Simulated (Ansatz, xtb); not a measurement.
Two structures of C2H9GaN+

Structure X is a singlet given by its coordinates and structure Y is a singlet given by its coordinates. Both are isolated ions in the gas phase, relaxed with B3LYP/6-31G*.

X (Å):

```xyz
13

C    -2.1693   -0.5108    0.6281
C     0.0767    2.3840   -0.2466
Ga   -0.6425    0.6210    0.1833
N     1.0593   -0.7031    0.1620
H    -3.0780    0.0930    0.6918
H    -2.0012   -1.0077    1.5898
H    -2.3041   -1.2772   -0.1431
H     0.8464    2.6638    0.4809
H    -0.7219    3.1298   -0.2267
H     0.5274    2.3713   -1.2450
H     1.7492   -0.4378   -0.5462
H     0.7967   -1.6758   -0.0181
H     1.5519   -0.6961    1.0604
```

Close contacts (Å): C1–Ga3 1.95, C2–Ga3 1.95, Ga3–N4 2.16, C1–H5 1.09, C1–H6 1.10, C1–H7 1.10, C2–H8 1.10, C2–H9 1.09, C2–H10 1.10, N4–H11 1.02, N4–H12 1.02, N4–H13 1.02.

Y (Å):

```json
{"atom": "C", "x (Å)": "-2.2411", "y (Å)": "-0.4397", "z (Å)": "0.2906"}
{"atom": "C", "x (Å)": "1.6675", "y (Å)": "-0.9643", "z (Å)": "2.1929"}
{"atom": "Ga", "x (Å)": "0.2217", "y (Å)": "0.3079", "z (Å)": "1.8978"}
{"atom": "N", "x (Å)": "-0.7843", "y (Å)": "-0.1185", "z (Å)": "0.0996"}
{"atom": "H", "x (Å)": "-2.7244", "y (Å)": "-0.6105", "z (Å)": "-0.6740"}
{"atom": "H", "x (Å)": "-2.3321", "y (Å)": "-1.3397", "z (Å)": "0.9023"}
{"atom": "H", "x (Å)": "-2.7243", "y (Å)": "0.3976", "z (Å)": "0.7973"}
{"atom": "H", "x (Å)": "-0.7052", "y (Å)": "0.6949", "z (Å)": "-0.5186"}
{"atom": "H", "x (Å)": "-0.3246", "y (Å)": "-0.8886", "z (Å)": "-0.3937"}
{"atom": "H", "x (Å)": "-0.5495", "y (Å)": "1.5422", "z (Å)": "2.4465"}
{"atom": "H", "x (Å)": "2.3930", "y (Å)": "-0.9007", "z (Å)": "1.3746"}
{"atom": "H", "x (Å)": "1.2683", "y (Å)": "-1.9838", "z (Å)": "2.2277"}
{"atom": "H", "x (Å)": "2.1700", "y (Å)": "-0.7419", "z (Å)": "3.1373"}
```

Close contacts (Å): C1–N4 1.50, C2–Ga3 1.95, Ga3–N4 2.10, C1–H5 1.09, C1–H6 1.09, C1–H7 1.09, C2–H11 1.10, C2–H12 1.10, C2–H13 1.09, Ga3–H10 1.56, N4–H8 1.02, N4–H9 1.02.

Quicker runs give these differences E(Y) − E(X): GFN2-xTB +3.7 kcal/mol; HF/STO-3G +8.5 kcal/mol (at GFN2-xTB geometries); r2SCAN-D4/def2-SVP +15.6 kcal/mol (at GFN2-xTB geometries).

Problem. Estimate E(Y) − E(X) at the level CCSD(T)/def2-SVP + ΔMP2/def2-TZVPP.

Solution. Calculated at CCSD(T)/def2-SVP + ΔMP2/def2-TZVPP: E(Y) − E(X) = +18.1 kcal/mol, so structure X lies lower.

Level by level:

```csv
level,geometry,E(Y) − E(X) (kcal/mol),departure from the last row (kcal/mol),"job, with rough time for the two"
GFN2-xTB,GFN2-xTB,+3.7,−14.5,"optimisation, 0.64 s"
HF/STO-3G,GFN2-xTB,+8.5,−9.6,"single point, 0.69 s"
r2SCAN-D4/def2-SVP,GFN2-xTB,+15.6,−2.5,"single point, 5.2 s"
B3LYP/6-31G*,B3LYP/6-31G*,+15.6,−2.6,"optimisation, 2 min"
HF/def2-SVP,B3LYP/6-31G*,+14.0,−4.1,part of the CCSD(T) run
MP2/def2-SVP,B3LYP/6-31G*,+17.1,−1.0,part of the CCSD(T) run
CCSD(T)/def2-SVP,B3LYP/6-31G*,+15.5,−2.7,single point
CCSD(T)/def2-SVP + ΔMP2/def2-TZVPP,B3LYP/6-31G*,+18.1,,"single point, 40 s"
```

The levels shown agree on the order. The largest departure from CCSD(T)/def2-SVP + ΔMP2/def2-TZVPP is that of GFN2-xTB, 14.5 kcal/mol. A small imaginary or near-zero mode remains, so no thermal terms are given. The last row adds to CCSD(T) the change of the MP2 difference between the two basis sets, here +2.7 kcal/mol.

The correlated steps freeze 12 core orbitals; the filled d shell of Ga is correlated, in a basis made for valence electrons. Programs: Ansatz 0.2.0, xtb 6.7.1; the last row on 2 threads of Intel(R) Xeon(R) Processor @ 2.70GHz on a shared host.
